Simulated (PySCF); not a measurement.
LiSb⁻ at CAM-B3LYP

Level: CAM-B3LYP. basis Li def2-SVPD, Sb def2-SVPD with ECP28; scalar-relativistic core potentials; PySCF 2.14.

- state: ⁴Σ⁻ (quartet), unpaired electrons σ ↑, π ↑↑
- bond length: 2.725 Å
- harmonic wavenumber: 320 cm⁻¹
- force constant: 0.400 mdyn/Å
- rotational constant Be: 0.3423 cm⁻¹
- anharmonicity ωexe: 2.82 cm⁻¹
- vibration–rotation constant αe: 0.00447 cm⁻¹
- bond order (Mayer): 0.84
- dipole moment (positive dipole points towards Sb; it is taken about the centre of mass and depends on that origin): 9.17 D

These are scalar-relativistic numbers at best; spin–orbit coupling would shift them, the dissociation energy most. The state was picked by a PBE0 search and need not be the measured ground state.
